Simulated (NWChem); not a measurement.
# Ionisation of C$_{3}$H$_{7}$O

```xyz
11

C     -1.8851    -0.2691     0.1738
C     -0.5373     0.3438     0.2624
C      0.6314    -0.1986    -0.4787
O      1.8655     0.2292     0.0349
H     -1.8337    -1.3708     0.1527
H     -2.5277     0.0277     1.0171
H     -2.4228     0.0347    -0.7485
H     -0.4346     1.3672     0.6424
H      0.5585    -1.3081    -0.5270
H      0.6139     0.1393    -1.5361
H      1.8684     0.0194     0.9752
```
Charge 0, spin multiplicity 2.

All runs are NWChem calculations. Structure: optimised with UPBE0/def2-SVP, a minimum by its harmonic frequencies. It is one conformer; others weren't searched.

Basis set: def2-TZVP. The species with one electron less has spin multiplicity 1 and keeps the geometry of the parent. Δ marks differences of total energies (open shells unrestricted). −ε marks an orbital energy of the parent. That orbital need not have the symmetry of the hole or added electron in the Δ rows. That singlet is a closed-shell solution.

B3LYP has NWChem's definition, with VWN1-RPA local correlation. The structure started from a generated list of species. The stability of the SCF solutions was not checked.

Question: For the first vertical ionisation energy, −ε(alpha HOMO) of LC-wPBE (omega 0.3 per bohr) gives 7.94 eV and G0W0@PBE gives 7.39 eV. What do G0W0@PBE0, ΔB3LYP, −ε(alpha HOMO) of PBE give?

Answer: G0W0@PBE0: 7.84 eV; ΔB3LYP: 8.02 eV; −ε(alpha HOMO) of PBE: 4.42 eV.
